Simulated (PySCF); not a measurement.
1-fluorocyclopenta-1,3-diene (C5H5F), SMILES FC1=CC=CC1. Atoms are numbered in the order given.

```xyz
11

F      0.0005     2.0542     0.0000
C     -0.0672     0.7241     0.0000
C     -1.1791    -0.0380     0.0000
C     -0.7401    -1.4422     0.0000
C      0.6110    -1.5114     0.0000
C      1.1754    -0.1140     0.0000
H     -2.2083     0.3183     0.0000
H     -1.4249    -2.2919     0.0000
H      1.2211    -2.4142     0.0000
H      1.8040     0.0943     0.8854
H      1.8040     0.0943    -0.8854
```

Geometry: B3LYP-D3(BJ)/def2-SVP. Other conformers were not sampled.

The numbers are results of PySCF with PBE/pcSseg-1, not measurements.

GIAO shieldings, no solvent; atoms alike by connectivity are averaged. δ = σ(ref) − σ: ¹⁹F against CFCl3 (σ = 133.6 ppm); ¹³C against TMS (σ = 182.0 ppm); ¹H against TMS (σ = 31.49 ppm), references at their B3LYP-D3(BJ)/def2-TZVP geometries, non-relativistic.

| nucleus | atoms | count | δ (ppm) |
|---|---|---|---|
| ¹⁹F | F1 | 1 | -134.5 |
| ¹³C | C2 | 1 | 181.8 |
| ¹³C | C4 | 1 | 140.4 |
| ¹³C | C5 | 1 | 127.1 |
| ¹³C | C3 | 1 | 113.4 |
| ¹³C | C6 | 1 | 44.0 |
| ¹H | H8 | 1 | 6.76 |
| ¹H | H9 | 1 | 6.13 |
| ¹H | H7 | 1 | 6.05 |
| ¹H | H10, H11 | 2 | 3.30 |
